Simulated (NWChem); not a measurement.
System: C2H5NOSi; SMILES [SiH2]1OC=NC1

Parts of the log:

```
             Northwest Computational Chemistry Package (NWChem) 7.3.0
             --------------------------------------------------------

                             Geometry "geometry" -> ""
                             -------------------------

 Output coordinates in angstroms (scale by  1.889725989 to convert to a.u.)

  No.       Tag          Charge          X              Y              Z
 ---- ---------------- ---------- -------------- -------------- --------------
    1 C                    6.0000     0.83573800     1.15989200     0.00000000
    2 N                    7.0000    -0.38647300     1.50871300     0.00000000
    3 C                    6.0000    -1.30408300     0.34548400     0.00000000
    4 Si                  14.0000    -0.11895700    -1.15205600     0.00000000
    5 O                    8.0000     1.26561600    -0.14127500     0.00000000
    6 H                    1.0000     1.64854700     1.88235600     0.00000000
    7 H                    1.0000    -1.95689800     0.40347300     0.87865700
    8 H                    1.0000    -1.95689800     0.40347300    -0.87865700
    9 H                    1.0000    -0.11463300    -2.00806000    -1.21287900
   10 H                    1.0000    -0.11463300    -2.00806000     1.21287900

 Effective nuclear repulsion energy (a.u.)     227.1191350835

                              NWChem Property Module
                              ----------------------

  itol2e modified to match energy
  convergence criterion.

                                 NWChem DFT Module
                                 -----------------

 Summary of "ao basis" -> "ao basis" (spherical)
 ------------------------------------------------------------------------------
       Tag                 Description            Shells   Functions and Types
 ---------------- ------------------------------  ------  ---------------------
 C                           6-31g*                  6       14   3s2p1d
 N                           6-31g*                  6       14   3s2p1d
 Si                          6-31g*                  8       18   4s3p1d
 O                           6-31g*                  6       14   3s2p1d
 H                           6-31g*                  2        2   2s

  itol2e modified to match energy
  convergence criterion.

            General Information
            -------------------
          SCF calculation type: DFT
          Wavefunction type:  closed shell.
          No. of atoms     :    10
          No. of electrons :    46
           Alpha electrons :    23
            Beta electrons :    23
          Charge           :     0
          Spin multiplicity:     1
          Use of symmetry is: off; symmetry adaption is: off
          Maximum number of iterations: 150
          AO basis - number of functions:    84
                     number of shells:    42
          Convergence on energy requested:  1.00D-07
          Convergence on density requested:  1.00D-05
          Convergence on gradient requested:  5.00D-04

              XC Information
              --------------
                         B3LYP Method XC Potential
                     Hartree-Fock (Exact) Exchange  0.200
                        Slater Exchange Functional  0.800 local
                    Becke 1988 Exchange Functional  0.720 non-local
              Lee-Yang-Parr Correlation Functional  0.810
                  VWN I RPA Correlation Functional  0.190 local

             Grid Information
             ----------------
          Grid used for XC integration:  fine
          Radial quadrature: Mura-Knowles
          Angular quadrature: Lebedev.
          Tag              B.-S. Rad. Rad. Pts. Rad. Cut. Ang. Pts.
          ---              ---------- --------- --------- ---------
          C                   0.70       70          10.0       590
          N                   0.65       70          10.0       590
          Si                  1.10      123          10.0       770
          O                   0.60       70           9.0       590
          H                   0.35       60          11.0       590
          Grid pruning is: on
          Number of quadrature shells:   703
          Spatial weights used:  Erf1

      Superposition of Atomic Density Guess
      -------------------------------------

 Sum of atomic energies:        -495.67706899

      Non-variational initial energy
      ------------------------------

 Total energy =    -498.214218
 1-e energy   =   -1132.573967
 2-e energy   =     407.240614
 HOMO         =      -0.308662
 LUMO         =       0.047961

   convergence    iter        energy       DeltaE   RMS-Dens  Diis-err
 ---------------- ----- ----------------- --------- --------- ---------
 d= 0,ls=0.0,diis     1   -498.6058672618 -7.26D+02  1.43D-02  7.50D-01
 d= 0,ls=0.0,diis     2   -498.5588283697  4.70D-02  8.26D-03  1.31D+00
 d= 0,ls=0.0,diis     3   -498.6900623890 -1.31D-01  2.79D-03  6.93D-02
 d= 0,ls=0.0,diis     4   -498.6933791240 -3.32D-03  1.49D-03  4.20D-02
 d= 0,ls=0.0,diis     5   -498.6977388431 -4.36D-03  2.67D-04  8.41D-04
  Resetting Diis
 d= 0,ls=0.0,diis     6   -498.6978258419 -8.70D-05  7.39D-05  4.21D-05
 d= 0,ls=0.0,diis     7   -498.6978310992 -5.26D-06  3.66D-05  2.62D-06
 d= 0,ls=0.0,diis     8   -498.6978308164  2.83D-07  2.08D-05  4.93D-06
 d= 0,ls=0.0,diis     9   -498.6978314616 -6.45D-07  4.04D-06  3.49D-07
 d= 0,ls=0.0,diis    10   -498.6978314996 -3.80D-08  8.70D-07  5.71D-09

         Total DFT energy =     -498.697831499580
      One electron energy =    -1135.951672543432
           Coulomb energy =      459.347041354280
    Exchange-Corr. energy =      -49.212335393885
 Nuclear repulsion energy =      227.119135083456

 Numeric. integr. density =       45.999999366029

                       DFT Final Molecular Orbital Analysis
                       ------------------------------------

 Vector   21  Occ=2.000000D+00  E=-3.409437D-01
              MO Center=  1.8D-01,  4.9D-02, -1.9D-10, r^2= 2.7D+00
   Bfn.  Coefficient  Atom+Function         Bfn.  Coefficient  Atom+Function
  ----- ------------  ---------------      ----- ------------  ---------------
    63      0.453036   5 O  px               67      0.303373   5 O  px
    31      0.238149   3 C  px               49     -0.222980   4 Si px
    32     -0.208645   3 C  py               18     -0.140465   2 N  py
    36     -0.138084   3 C  py               17      0.118825   2 N  px
    34      0.114829   3 C  s                35      0.108414   3 C  px

 Vector   22  Occ=2.000000D+00  E=-2.652183D-01
              MO Center=  1.4D-01,  6.5D-01, -4.4D-11, r^2= 2.8D+00
   Bfn.  Coefficient  Atom+Function         Bfn.  Coefficient  Atom+Function
  ----- ------------  ---------------      ----- ------------  ---------------
    19      0.408080   2 N  pz               65     -0.372076   5 O  pz
    69     -0.302130   5 O  pz               23      0.297490   2 N  pz
     5      0.239864   1 C  pz                9      0.150703   1 C  pz
    82     -0.136058   9 H  s                84      0.136058  10 H  s
    33     -0.126114   3 C  pz               78     -0.118696   7 H  s

 Vector   23  Occ=2.000000D+00  E=-2.594980D-01
              MO Center= -4.4D-01,  1.0D+00, -1.4D-10, r^2= 2.5D+00
   Bfn.  Coefficient  Atom+Function         Bfn.  Coefficient  Atom+Function
  ----- ------------  ---------------      ----- ------------  ---------------
    18      0.456416   2 N  py               22      0.311113   2 N  py
    20      0.291646   2 N  s                32     -0.245433   3 C  py
    49     -0.195105   4 Si px               50      0.170456   4 Si py
    16      0.148147   2 N  s                64      0.126765   5 O  py
    17     -0.121721   2 N  px               48      0.118121   4 Si s

 Vector   24  Occ=0.000000D+00  E= 1.965737D-03
              MO Center= -3.5D-01, -1.3D+00,  5.1D-12, r^2= 4.0D+00
   Bfn.  Coefficient  Atom+Function         Bfn.  Coefficient  Atom+Function
  ----- ------------  ---------------      ----- ------------  ---------------
    53      0.950525   4 Si px               66     -0.413537   5 O  s
    34      0.358970   3 C  s                54      0.354523   4 Si py
    49      0.337292   4 Si px               68      0.202523   5 O  py
    82      0.201803   9 H  s                84      0.201803  10 H  s
    76     -0.194282   6 H  s                52     -0.165882   4 Si s

[...]

          -----------------------------------------
          Chemical Shielding Tensors (GIAO, in ppm)
          -----------------------------------------

                                NWChem CPHF Module
                                ------------------

  scftype          =     RHF
  nclosed          =       23
  nopen            =        0
  variables        =     1403
  # of vectors     =        3
  tolerance        = 0.10D-03
  level shift      = 0.00D+00
  max iterations   =       50
  max subspace     =       30

 SCF residual:    4.6300516690525638E-005

Iterative solution of linear equations
  No. of variables     1403
  No. of equations        3
  Maximum subspace       30
        Iterations       50
       Convergence  1.0D-04

   iter   nsub   residual    time
   ----  ------  --------  ---------
     1      3    6.03D-01      89.7
     2      6    5.79D-02      99.5
     3      9    1.68D-03     108.6
     4     12    6.70D-05     117.8

      Atom:    1  C
        Diamagnetic
    262.5650     -5.1079      0.0000
     -5.1079    265.9572      0.0000
      0.0000      0.0000    238.0803

        Paramagnetic
   -180.7213    -26.9713     -0.0000
    -26.9713   -304.4989      0.0000
     -0.0000      0.0000   -152.3183

        Total Shielding Tensor
     81.8438    -32.0792     -0.0000
    -32.0792    -38.5417      0.0000
     -0.0000      0.0000     85.7620

           isotropic =      43.0214
          anisotropy =      70.2555

          Principal Components and Axis System
                 1           2           3
               89.8584     85.7620    -46.5563

      1         0.9702      0.0000      0.2424
      2        -0.2424     -0.0000      0.9702
      3        -0.0000      1.0000     -0.0000

      Atom:    2  N
        Diamagnetic
    339.5903      9.0971      0.0000
      9.0971    322.0619     -0.0000
      0.0000     -0.0000    307.4343

        Paramagnetic
   -416.7943    -78.9036     -0.0000
    -78.9036   -414.8095      0.0000
     -0.0000      0.0000    -70.2836

        Total Shielding Tensor
    -77.2039    -69.8064     -0.0000
    -69.8064    -92.7476      0.0000
     -0.0000      0.0000    237.1507

           isotropic =      22.3997
          anisotropy =     322.1265

          Principal Components and Axis System
                 1           2           3
              237.1507   -155.2135    -14.7380

      1        -0.0000      0.6668      0.7452
      2         0.0000      0.7452     -0.6668
      3         1.0000     -0.0000      0.0000

      Atom:    3  C
        Diamagnetic
    251.0410     -0.6836     -0.0000
     -0.6836    254.5898      0.0000
     -0.0000      0.0000    238.4296

        Paramagnetic
    -92.0169     26.1904      0.0000
     26.1904    -82.4647      0.0000
      0.0000      0.0000   -113.9313

        Total Shielding Tensor
    159.0241     25.5068      0.0000
     25.5068    172.1252      0.0000
      0.0000      0.0000    124.4983

           isotropic =     151.8826
          anisotropy =      60.0399

          Principal Components and Axis System
                 1           2           3
              191.9092    139.2402    124.4983

      1         0.6129      0.7902     -0.0000
      2         0.7902     -0.6129     -0.0000
      3         0.0000     -0.0000      1.0000

      Atom:    4  Si
        Diamagnetic
    883.2182      2.2141     -0.0000
      2.2141    884.5914      0.0000
     -0.0000      0.0000    876.3508

        Paramagnetic
   -439.7908     11.5966     -0.0000
     11.5966   -498.7533     -0.0000
     -0.0000     -0.0000   -503.6737

        Total Shielding Tensor
    443.4274     13.8107     -0.0000
     13.8107    385.8381     -0.0000
     -0.0000     -0.0000    372.6771

           isotropic =     400.6476
          anisotropy =      68.8809

          Principal Components and Axis System
                 1           2           3
              446.5681    382.6974    372.6771

      1         0.9751     -0.2217      0.0000
      2         0.2217      0.9751      0.0000
      3        -0.0000     -0.0000      1.0000

      Atom:    5  O
        Diamagnetic
    391.3099      5.3579      0.0000
      5.3579    412.1466      0.0000
      0.0000      0.0000    374.7495

        Paramagnetic
   -304.3583    -70.1833     -0.0000
    -70.1833   -212.3521      0.0000
     -0.0000      0.0000   -148.0616

        Total Shielding Tensor
     86.9516    -64.8254     -0.0000
    -64.8254    199.7945      0.0000
     -0.0000      0.0000    226.6879

           isotropic =     171.1447
          anisotropy =      87.2529

          Principal Components and Axis System
                 1           2           3
              229.3132    226.6879     57.4328

      1        -0.4144      0.0000      0.9101
      2         0.9101     -0.0000      0.4144
      3         0.0000      1.0000      0.0000

      Atom:    6  H
        Diamagnetic
     33.6443      9.3234      0.0000
      9.3234     34.3726      0.0000
      0.0000      0.0000     21.0905

        Paramagnetic
     -6.3855     -8.0966     -0.0000
     -8.0966     -7.2006     -0.0000
     -0.0000     -0.0000      0.6957

        Total Shielding Tensor
     27.2587      1.2269      0.0000
      1.2269     27.1719     -0.0000
      0.0000     -0.0000     21.7862

           isotropic =      25.4056
          anisotropy =       4.5561

          Principal Components and Axis System
                 1           2           3
               28.4430     25.9877     21.7862

      1         0.7195     -0.6945     -0.0000
      2         0.6945      0.7195      0.0000
      3         0.0000     -0.0000      1.0000

      Atom:    7  H
        Diamagnetic
     32.4148     -0.8079     -9.0251
     -0.8079     24.2534      0.3916
     -9.0251      0.3916     30.3587

        Paramagnetic
     -1.7861      1.1422      4.5376
      1.1422      3.1285     -0.4462
      4.5376     -0.4462     -1.3471

        Total Shielding Tensor
     30.6288      0.3344     -4.4875
      0.3344     27.3819     -0.0546
     -4.4875     -0.0546     29.0116

           isotropic =      29.0074
          anisotropy =       8.0770

          Principal Components and Axis System
                 1           2           3
               34.3921     27.3838     25.2464

      1         0.7671      0.0201      0.6412
      2         0.0416      0.9959     -0.0809
      3        -0.6402      0.0887      0.7631

      Atom:    8  H
        Diamagnetic
     24.4696      0.4827      0.2954
      0.4827     31.1592      7.6415
      0.2954      7.6415     32.4379

        Paramagnetic
      0.2956      0.1947     -0.1863
      0.1947     -3.3672     -3.6105
     -0.1863     -3.6105     -3.7609

        Total Shielding Tensor
     24.7652      0.6774      0.1091
      0.6774     27.7920      4.0310
      0.1091      4.0310     28.6770

           isotropic =      27.0780
          anisotropy =       7.8741

          Principal Components and Axis System
                 1           2           3
               32.3274     24.9638     23.9429

      1         0.0706      0.8744     -0.4801
      2         0.6685      0.3158      0.6733
      3         0.7403     -0.3685     -0.5623
```

Level: B3LYP/6-31G* (spherical d), GIAO. All runs use the structure optimised with B3LYP/6-31G* (spherical d). The output numbers the shielded atoms by their place in the input's list. The printed shielding anisotropy is the first printed principal value minus the mean of the other two.

Problem. Write an input that gives this output.

Solution. Several could match; the one computed here: the input that was run:
```
start job
memory heap 200 mb stack 900 mb global 1100 mb
geometry units angstroms noautosym nocenter noautoz
  C      0.835738     1.159892     0.000000
  N     -0.386473     1.508713     0.000000
  C     -1.304083     0.345484     0.000000
  Si    -0.118957    -1.152056     0.000000
  O      1.265616    -0.141275     0.000000
  H      1.648547     1.882356     0.000000
  H     -1.956898     0.403473     0.878657
  H     -1.956898     0.403473    -0.878657
  H     -0.114633    -2.008060    -1.212879
  H     -0.114633    -2.008060     1.212879
end
basis spherical
  * library 6-31g*
end
dft
  xc b3lyp
  iterations 150
end
property
  shielding 8 1 2 3 4 5 6 7 9
end
task dft property
```
